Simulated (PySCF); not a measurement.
Vertical excitations of a molecule C5H8S from PySCF with TDDFT-LC-ωPBE/def2-SVPD, as energy in eV (oscillator strength): 4.65 (0.000), 6.43 (0.022), 7.12 (0.024), 7.16 (0.032), 7.34 (0.472), 7.42 (0.166), 7.92 (0.003), 8.07 (0.005), 8.09 (0.035), 8.12 (0.024). Lowest triplet (TDA): 4.10 eV. Geometry optimised at B3LYP-D3(BJ)/def2-SVP. The values are those of a single conformer.

Identify the compound among the candidates.
A) C=C1SC[C@@H]1C
B) C=C=C(C)SC
C) C#CCCCS
D) C=CC1CSC1

D, C=CC1CSC1
